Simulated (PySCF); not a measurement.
# Ru²⁺: excitation energy

Ru²⁺ [Kr] 4d6 (5D) → Ru²⁺ [Kr] 4d5 5p1 (7P), as a difference of total energies. All numbers are calculated (PySCF 2.14, a scalar-relativistic core potential, in aug-cc-pVTZ-PP with ECP28MDF). Correlated levels: valence: 4s2 4p6 frozen. The calculations carry no spin-orbit coupling.

```
           method  excitation energy (eV)
              UHF                   8.371
              LDA                   9.038
              PBE                   9.100
             PBE0                   9.168
           r2SCAN                   8.741
            B97-3                   9.593
            TPSSh                   9.223
             BP86                   9.233
            B3LYP                   9.358
    MP2 (valence)                   9.180
SCS-MP2 (valence)                   9.722
```

Q: How much does correlation contribute at MP2 (valence)?

A: 9.180 − (8.371) = 0.809 eV, measured against UHF.
